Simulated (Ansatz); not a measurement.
Cost and result for the atomization energy of H6KNSi2 (10 atoms, 11 bonds).

Z-matrix (Å, degrees):
```
Si
K 1 3.393
N 1 1.660 2 44.3
H 1 1.525 2 63.1 3 179.9
H 1 1.500 2 127.1 3 -92.6
H 1 1.500 2 127.2 3 92.5
Si 2 3.394 1 55.5 3 0.4
H 2 3.027 1 82.1 3 0.6
H 7 1.500 2 127.1 1 92.1
H 7 1.500 2 127.2 1 -92.9
```

The species carries charge 0 and has multiplicity 1. Correlated methods include outer-core shells of K, which these sets cover unevenly. Scalar relativity is left out up to krypton. The bonds changed during the relaxation, so this is another structure than the one it started from. All single points use the PBE0-D4/def2-TZVP geometry. Program: Ansatz. All runs use 2 threads of a server CPU on a shared host. Times are those of one run each, without the atoms' runs, and a repeat can differ threefold. Electronic energies, without spin–orbit coupling; frozen cores. CCSD(T)/CBS adds CCSD(T) − MP2 in def2-TZVPP to the MP2 limit, and its time is that of the two runs behind it. T1 = 0.011. With those shells the extrapolation isn't a true limit. B3LYP takes the VWN-RPA correlation (the form of Gaussian; ORCA's B3LYP/G). HSE06 is the plane-wave form, built on full-range PBE exchange.

CCSD(T)/CBS is a level of theory with its own doubt, some kJ/mol a heavy atom from the limit and from the frozen cores, so smaller differences don't rank the functionals.

```
                             level  functions  wall time
   PBE-D4/def2-TZVPP (with forces)        232      3.1 s
                BLYP-D4/def2-TZVPP        232      3.2 s
           CAM-B3LYP-D4/def2-TZVPP        232        4 s
               HSE06-D4/def2-TZVPP        232      4.2 s
             r2SCANh-D4/def2-TZVPP        232        5 s
r2SCAN-D4/def2-TZVPP (with forces)        232      5.5 s
 B3LYP-D4/def2-TZVPP (with forces)        232      5.5 s
                  CCSD(T)/def2-SVP        104        6 s
               PBE-QIDH/def2-TZVPP        232        7 s
                ωB97X-V/def2-TZVPP        232      9.5 s
                    MP2/def2-QZVPP        447       21 s
                CCSD(T)/def2-TZVPP        232       57 s
                 CCSD(T)/CBS(def2)          –       78 s
```

Question: What atomization energy does each give, and how far from CCSD(T)/CBS? (Estimate.)

Answer: The calculation gave: 
```csv
level,atomization (kJ/mol),difference from CCSD(T)/CBS,per bond
PBE-D4/def2-TZVPP (with forces),2916.0,-53.5,-4.9
BLYP-D4/def2-TZVPP,2923.7,-45.8,-4.2
CAM-B3LYP-D4/def2-TZVPP,2966.4,-3.1,-0.3
HSE06-D4/def2-TZVPP,2898.7,-70.8,-6.4
r2SCANh-D4/def2-TZVPP,2927.3,-42.2,-3.8
r2SCAN-D4/def2-TZVPP (with forces),2940.1,-29.4,-2.7
B3LYP-D4/def2-TZVPP (with forces),2950.6,-18.9,-1.7
CCSD(T)/def2-SVP,2704.5,-265.0,-24.1
PBE-QIDH/def2-TZVPP,2896.2,-73.3,-6.7
ωB97X-V/def2-TZVPP,2984.5,15.0,1.4
MP2/def2-QZVPP,2925.2,-44.3,-4.0
CCSD(T)/def2-TZVPP,2865.0,-104.5,-9.5
CCSD(T)/CBS(def2),2969.5,0.0,0.0
```

Leaving LDA and LC-ωPBE aside and taking each functional with its dispersion term where it has one, the values, not all of them listed here, spread over 110.5 kJ/mol, from revPBE-D4 to ωB97X-V. LDA lies +356.4 kJ/mol from PBE without D4, its usual overbinding. From BLYP to BHLYP (50 % exact exchange), in def2-TZVPP and without D4, the atomization energy moves by +3.3 kJ/mol. In def2-TZVPP, CCSD(T) changes the Hartree–Fock value by +724.7 kJ/mol (the triples alone add +33.4 kJ/mol) and MP2 by +720.6 kJ/mol; breaking electron pairs costs correlation energy, which Hartree–Fock lacks.
